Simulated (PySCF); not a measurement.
GeH₇NSi, SMILES [GeH3][NH][SiH3]. Coordinates come from a PBE-D3(BJ)/def2-SVP optimisation. The structure was generated by enumeration, and PubChem lists no compound with its InChIKey, so it may never have been made.

Give the equilibrium geometry at PBE-D3(BJ)/def2-SVP (PySCF confirms it by a frequency run) as a Z-matrix. (An estimate is asked for; the answer gives what the named calculation found.)


```
N
H 1 1.0249
Si 1 1.7484 2 116.45
H 3 1.5041 1 107.34 2 -166.43
H 3 1.5069 4 110.14 1 -119.21
H 3 1.5127 4 107.63 5 -116.24
Ge 1 1.8561 2 114.01 3 163.70
H 7 1.5481 1 106.22 2 166.19
H 7 1.5522 8 111.38 1 117.31
H 7 1.5583 8 109.65 9 120.61
```
